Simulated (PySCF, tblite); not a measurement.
Isomers of C5H13FOSi2, one GFN2-xTB conformer each. Single-point energies are computed at PBE0/pcSseg-1 (PySCF, gas phase, no added dispersion term), electronic only.

Problem. Rank them by PBE0/pcSseg-1 energy, lowest first (kJ/mol).
A. `[CH3:1][O:2][CH2:3][Si@@H:4]1[CH2:5][SiH2:6][C@H:7]([F:8])[CH2:9]1` with C1–O2–C3–Si4 -179°, O2–C3–Si4–C5 -64°, C3–Si4–C5–Si6 -102°, Si4–C5–Si6–C7 5°, C5–Si6–C7–F8 88°, Si6–C7–C9–Si4 42°
B. `[CH3:1][CH2:2][O:3][CH2:4]/[C:5]([SiH3:6])=[CH:7]/[SiH2:8][F:9]` with C1–C2–O3–C4 -75°, C2–O3–C4–C5 170°, O3–C4–C5–Si6 -22°, C5–C7–Si8–F9 -178°

Solution. B (0.0), A (34.7).

As drawn, the lower has an Si–F bond and a C=C bond outside aromatic rings, which the higher lacks. GFN2-xTB itself gives, in the same order: 0.0, 173.6. Both levels put the same isomer lowest.

Problem. Which frontier levels, dipoles and rotational constants go with these structures?

Solution. 
| SMILES | HOMO (eV, PBE0/pcSseg-1) | LUMO (eV) | dipole (D) | A, B, C (MHz) |
| --- | --- | --- | --- | --- |
| CCOC/C([SiH3])=C/[SiH2]F | -7.54 | -0.98 | 3.62 | 2694, 434.5, 393.0 |
| COC[Si@@H]1C[SiH2][C@H](F)C1 | -7.37 | 0.63 | 0.67 | 1850, 668.0, 631.2 |

Problem. What happens when harmonic zero-point energies from GFN2-xTB frequencies are added?

Solution. 
```
                      SMILES  ZPE (kJ/mol)  electronic (kJ/mol)  with ZPE (kJ/mol)
    CCOC/C([SiH3])=C/[SiH2]F         424.0                  0.0                0.0
COC[Si@@H]1C[SiH2][C@H](F)C1         436.8                 34.7               47.4
```

The zero-point energies span 12.8 kJ/mol. The order is unchanged.
